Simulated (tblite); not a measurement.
C5H13OP.
Bonds: C1–C2, C2–C3, C2–C4, C2–P5, P5–C6, C6–O7. Hydrogens: H8, H9, H10 on C1; H11, H12, H13 on C3; H14, H15, H16 on C4; H17 on P5; H18, H19 on C6; H20 on O7.

Computed with GFN2-xTB (tblite), gas phase: Langevin dynamics at 400 K from the optimised GFN2-xTB geometry, time step 0.5 fs, friction 0.01 fs⁻¹, 2000 steps. Over the second half of the run the saved frames average 394 K.

The optimised geometry, where the run starts:
```
atom  x, y, z in Å
C1     -1.110    0.518    0.798
C2     -0.587   -0.161   -0.466
C3     -1.646   -0.084   -1.569
C4     -0.244   -1.622   -0.175
P5      0.956    0.668   -1.184
C6      2.052    0.898    0.325
O7      2.633   -0.311    0.747
H8     -1.227    1.591    0.649
H9     -2.085    0.103    1.054
H10    -0.446    0.348    1.641
H11    -1.921    0.951   -1.766
H12    -1.269   -0.518   -2.494
H13    -2.541   -0.629   -1.272
H14     0.536   -1.690    0.580
H15    -1.124   -2.151    0.188
H16     0.105   -2.118   -1.080
H17     0.450    1.974   -1.111
H18     1.493    1.288    1.178
H19     2.824    1.635    0.051
H20     3.144   -0.682    0.019
```

t = 25 fs, T = 256 K, E(pot) 0.595 eV above the start
```
atom  x, y, z in Å  |  force x, y, z in eV/Å
C1     -1.171    0.542    0.850    1.536  -0.565  -1.064
C2     -0.566   -0.151   -0.426   -1.507  -0.406   0.082
C3     -1.595   -0.050   -1.571   -0.451   1.246  -0.291
C4     -0.347   -1.637   -0.027   -0.391   1.254   1.128
P5      0.998    0.641   -1.142   -0.811  -0.815  -0.439
C6      1.980    0.940    0.353    1.040   0.050   0.866
O7      2.591   -0.357    0.574    0.294   0.620   0.302
H8     -1.252    1.598    0.764   -0.120   0.932  -0.415
H9     -2.139    0.148    1.087   -0.178  -0.358   0.158
H10    -0.415    0.358    1.593   -0.257  -0.214   0.836
H11    -1.980    0.991   -1.670    0.547  -0.274   0.163
H12    -1.128   -0.271   -2.520    0.110  -0.289  -0.228
H13    -2.529   -0.603   -1.501    0.349  -0.614   0.465
H14     0.566   -1.706    0.540    0.476  -0.048   0.163
H15    -1.151   -1.871    0.694    0.220  -0.352  -0.647
H16    -0.289   -2.331   -0.829   -0.214  -0.303  -0.684
H17     0.409    1.869   -1.247   -0.247   0.779   0.023
H18     1.472    1.244    1.302    0.144  -0.495  -0.691
H19     2.701    1.768    0.152    0.037  -0.615   0.082
H20     3.349   -0.540   -0.014   -0.576   0.468   0.191
```

t = 150 fs, T = 325 K, E(pot) 0.882 eV above the start
```
atom  x, y, z in Å  |  force x, y, z in eV/Å
C1     -1.134    0.742    1.205   -1.152   0.925  -0.642
C2     -0.787   -0.103   -0.007    0.428  -0.832   0.119
C3     -1.966   -0.175   -0.943   -0.843  -1.405  -1.718
C4     -0.469   -1.568    0.408   -1.284  -0.229  -0.368
P5      0.713    0.484   -1.067    0.535  -2.182   0.513
C6      2.053    0.949    0.207   -1.417  -1.981   1.062
O7      2.816   -0.243    0.401   -0.773   0.164   0.829
H8     -1.692    1.642    0.895    0.256  -0.107  -0.273
H9     -1.826    0.281    1.897    0.139  -0.633   0.075
H10    -0.299    1.111    1.733    0.985   0.091   0.721
H11    -2.177    0.688   -1.574    0.164   0.404   0.462
H12    -1.682   -0.964   -1.704   -0.550   0.540   0.629
H13    -2.948   -0.496   -0.489    1.187   0.312  -0.124
H14     0.430   -1.593    0.991    0.075  -0.102   0.708
H15    -1.411   -1.946    0.926    1.494   0.194  -0.287
H16    -0.270   -2.255   -0.454   -0.323   0.804   0.455
H17     0.198    1.667   -1.254   -0.789   2.425  -0.193
H18     1.555    1.018    1.231    0.768   0.898  -1.204
H19     2.700    1.698   -0.189    0.038   1.012   0.264
H20     3.491   -0.244   -0.243    1.062  -0.299  -1.028
```

t = 450 fs, T = 356 K, E(pot) 1.025 eV above the start
```
atom  x, y, z in Å  |  force x, y, z in eV/Å
C1     -0.921    0.170    1.908   -1.223   2.224  -0.212
C2     -0.561   -0.289    0.527   -0.513  -1.230  -0.525
C3     -1.797   -0.128   -0.330   -2.045   0.059  -0.876
C4     -0.040   -1.772    0.575   -3.196  -0.111  -1.088
P5      0.656    0.698   -0.420    0.531   0.181  -0.485
C6      2.186    0.273    0.486    1.993   0.336  -0.699
O7      2.826   -0.851   -0.122   -0.258  -0.393   1.012
H8     -0.750    1.314    1.989   -0.244  -1.731   0.229
H9     -2.041    0.000    2.075    1.720   0.065   0.254
H10    -0.292   -0.381    2.544    0.316  -0.167   1.464
H11    -2.006    0.892   -0.739    0.668  -0.261   0.625
H12    -1.710   -0.717   -1.266   -0.403  -0.160   0.733
H13    -2.740   -0.320    0.287    1.076  -0.441  -1.180
H14     0.704   -1.904    1.277    1.638  -0.061   1.149
H15    -0.869   -2.497    0.873    0.690   1.022  -0.330
H16     0.274   -2.096   -0.414    0.174   0.053  -0.033
H17     0.379    1.880    0.236    0.054   0.420   0.218
H18     2.167    0.127    1.554   -0.405  -0.252   0.412
H19     2.955    1.052    0.313   -0.435   0.627   0.188
H20     2.480   -0.912   -1.001   -0.138  -0.179  -0.853
```

t = 750 fs, T = 441 K, E(pot) 0.795 eV above the start
```
atom  x, y, z in Å  |  force x, y, z in eV/Å
C1     -0.361   -0.199    2.240   -2.894  -0.109   0.100
C2     -0.375   -0.797    0.847    0.285  -0.115  -0.673
C3     -1.838   -0.759    0.337    0.128  -0.503   0.124
C4      0.286   -2.222    0.889   -0.909   1.996   1.666
P5      0.564    0.264   -0.399    0.859   0.297   0.070
C6      2.119    0.684    0.659    0.262   2.150   0.097
O7      3.022   -0.398    0.755   -0.326   1.003  -0.689
H8     -0.698    0.875    2.137    0.442  -1.085   0.598
H9     -1.150   -0.800    2.831    0.847   1.117  -0.624
H10     0.521   -0.328    2.791    1.243   0.136   0.403
H11    -2.339    0.197    0.512    0.436   0.087   0.014
H12    -1.869   -0.928   -0.760   -0.175  -0.363   0.777
H13    -2.405   -1.478    0.954    0.072  -0.041  -0.807
H14     1.283   -2.068    1.261    0.395  -0.024   0.520
H15    -0.310   -2.791    1.596    0.189  -0.354  -0.083
H16     0.424   -2.711   -0.011   -0.395  -0.768  -1.877
H17    -0.167    1.463   -0.143    0.373  -0.268   0.151
H18     1.792    1.004    1.648   -0.171  -0.639   0.358
H19     2.654    1.718    0.368   -0.775  -2.000  -0.378
H20     3.495   -0.341   -0.087    0.114  -0.520   0.252
```

t = 800 fs, T = 398 K, E(pot) 1.059 eV above the start
```
atom  x, y, z in Å  |  force x, y, z in eV/Å
C1     -0.419   -0.137    2.517    0.551  -1.458   0.410
C2     -0.384   -0.755    1.114    0.599   0.199   0.150
C3     -1.758   -0.846    0.439   -0.564   4.261   0.526
C4      0.111   -2.204    1.195   -0.340  -0.901  -1.119
P5      0.561    0.298   -0.120    0.351   1.056   0.017
C6      2.274    0.810    0.575   -1.181   1.871   0.944
O7      2.995   -0.309    0.882    0.945  -0.605  -0.210
H8     -0.528    0.929    2.549    0.328   0.368  -0.101
H9     -1.233   -0.557    3.071   -1.008  -0.182   0.155
H10     0.430   -0.548    3.110   -0.020   0.967  -0.613
H11    -2.273    0.318    0.370    1.315  -2.832   0.183
H12    -1.683   -1.161   -0.577   -0.171  -0.528  -0.304
H13    -2.379   -1.377    1.105   -0.946  -0.798   0.076
H14     1.023   -2.438    1.747   -0.042   0.617  -0.116
H15    -0.702   -2.775    1.678    0.387   0.005  -0.246
H16     0.245   -2.615    0.138   -0.173   0.435   1.263
H17     0.009    1.540    0.330   -0.011  -0.535  -0.357
H18     2.223    1.491    1.531   -0.074  -1.191  -1.482
H19     2.715    1.433   -0.250   -0.092  -0.313   0.590
H20     3.249   -0.664    0.022    0.146  -0.435   0.234
```

t = 875 fs, T = 436 K, E(pot) 0.907 eV above the start
```
atom  x, y, z in Å  |  force x, y, z in eV/Å
C1     -0.442   -0.252    2.772    0.101  -0.594   0.905
C2     -0.389   -0.838    1.344   -2.340   0.595   0.913
C3     -1.912   -1.088    1.045   -0.165  -1.527  -1.594
C4      0.401   -2.085    1.318    1.381  -2.515  -0.710
P5      0.354    0.268    0.047    0.252  -0.171  -0.904
C6      2.006    0.644    0.848    0.097   0.175  -1.727
O7      2.891   -0.435    0.830    0.687  -0.174  -0.578
H8     -1.242    0.457    2.931   -0.108   0.495  -0.442
H9     -0.776   -1.101    3.428    0.889   0.617  -0.257
H10     0.479    0.253    3.142   -0.538  -0.868  -0.234
H11    -2.416   -0.254    1.411   -0.966   1.648   0.088
H12    -2.211   -1.250   -0.043    0.855   0.417   1.039
H13    -2.461   -1.921    1.543    1.249   0.089   0.050
H14     1.408   -1.930    1.733   -0.383  -0.063   0.112
H15    -0.056   -2.976    1.813    0.094   0.957   0.072
H16     0.607   -2.492    0.285   -0.379   0.728   0.555
H17    -0.100    1.564    0.310   -0.331  -0.070   0.478
H18     1.928    0.814    1.875   -0.399   0.954   1.550
H19     2.363    1.533    0.258    0.091  -0.502   0.699
H20     3.339   -0.468   -0.023   -0.087  -0.191  -0.014
```

t = 925 fs
```
atom  x, y, z in Å
C1     -0.465   -0.325    2.864
C2     -0.471   -0.980    1.457
C3     -1.895   -1.321    1.065
C4      0.318   -2.328    1.413
P5      0.300    0.080    0.073
C6      1.917    0.526    0.830
O7      2.971   -0.457    0.952
H8     -0.674    0.740    2.879
H9     -1.051   -0.861    3.555
H10     0.609   -0.353    3.119
H11    -2.747   -0.538    0.765
H12    -1.795   -2.039    0.323
H13    -2.329   -1.917    1.872
H14     1.353   -2.145    1.704
H15    -0.021   -3.004    2.176
H16     0.232   -2.773    0.438
H17    -0.281    1.222    0.527
H18     1.728    1.004    1.803
H19     2.323    1.248    0.113
H20     2.767   -0.982    0.119
```

Q: Estimate the potential energy and the forces of this last frame.

A: 0.982 eV above the start.

| atom | Fx (eV/Å) | Fy (eV/Å) | Fz (eV/Å) |
| --- | --- | --- | --- |
| C1 | 2.539 | 0.346 | -1.498 |
| C2 | -0.347 | 0.322 | 0.091 |
| C3 | -2.164 | 0.892 | 0.675 |
| C4 | 0.090 | 1.209 | 0.982 |
| P5 | -0.395 | -1.354 | 0.079 |
| C6 | 1.263 | 0.296 | 0.446 |
| O7 | -2.061 | -0.493 | -1.630 |
| H8 | -0.640 | -0.023 | -0.258 |
| H9 | -0.542 | -0.496 | 0.648 |
| H10 | -0.396 | -0.227 | 0.654 |
| H11 | 2.330 | -1.140 | 0.623 |
| H12 | -0.287 | -0.901 | -2.039 |
| H13 | -0.168 | 0.325 | 0.343 |
| H14 | 0.141 | 0.078 | -0.430 |
| H15 | -0.582 | -0.382 | 0.155 |
| H16 | 0.153 | -0.158 | -0.244 |
| H17 | -0.321 | 0.819 | 0.102 |
| H18 | 0.460 | -0.116 | -0.180 |
| H19 | -0.047 | 0.642 | 0.117 |
| H20 | 0.973 | 0.359 | 1.364 |

The bond farthest from its length at the start is C3–H11 (1.195 against 1.089 Å), and half the difference of its two atoms' forces along it is -2.26 eV/Å (positive lengthens). The largest atomic force is 2.97 eV/Å.

What follows is the cost of the whole dynamics run. Time: 14 s wall; peak memory 0.18 GiB. Hardware: an Arm Neoverse V1 with one thread, shared host with 32 logical CPUs at a one-minute load of 14.
